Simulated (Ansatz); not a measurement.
Mulliken charges of `C=NC(=N)[TeH]` from ωB97M-V/def2-TZVPP in Ansatz (PBE0-D4/def2-TZVP geometry).

| atom | x (Å) | y (Å) | z (Å) | charge (e) |
| --- | --- | --- | --- | --- |
| C1 | 0.696 | 0.691 | -1.077 | -0.069 |
| N2 | -0.031 | -0.286 | -0.750 | -0.196 |
| C3 | -0.176 | -0.633 | 0.587 | 0.052 |
| N4 | 0.557 | -1.405 | 1.262 | -0.270 |
| Te5 | -1.910 | 0.132 | 1.542 | 0.140 |
| H6 | 1.211 | 1.327 | -0.349 | 0.114 |
| H7 | 0.819 | 0.924 | -2.134 | 0.127 |
| H8 | 1.345 | -1.744 | 0.708 | 0.112 |
| H9 | -2.424 | 0.949 | 0.195 | -0.010 |

Q: By hand: the dipole of these point charges (1 e Å = 4.8032 D).

A: Σ q r = (-0.052, 0.437, -0.106) e Å, of length 0.453 e Å = 2.18 D.

Q: How does the dipole of the full density compare? (Estimate.)

A: Ansatz gave: (0.220, 0.446, -0.381) e Å, 3.01 D; the point charges give 0.72 times that, at 38° from its direction.

Point charges leave out the atoms' own dipoles, such as those of lone pairs, and Mulliken's split depends on the basis, so the two needn't agree.
